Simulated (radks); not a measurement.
Results of a calculation; reference values are marked as such.
Problem. Neutral cadmium, [Kr] 4d10 5s2. Level of theory: non-relativistic Kohn-Sham, exchange-only B88, spin-polarised, spherical densities, point nucleus (a radial shooting solver on a logarithmic mesh with Libxc functionals). Every spin shell is full or empty, so the densities are truly spherical. Functionals are evaluated on that one density, not self-consistently. Rank these exchange functionals by their error against the exact value of the orbitals, and give that value: LDA, B88, PBEsol, PW91, PW86, AM05, SOGGA, B86b, G96, r2SCAN, Tao-Mo.

Solution. Exact: -148.732 hartree. From best to worst, with 100 (|E| - |E exact|)/|E exact| (equal figures are ties): PW91 +0.04, B86b +0.05, r2SCAN -0.06, B88 +0.07, PW86 -0.12, G96 +0.38, Tao-Mo -0.76, PBEsol -2.26, SOGGA -2.27, AM05 -4.55, LDA -4.89.
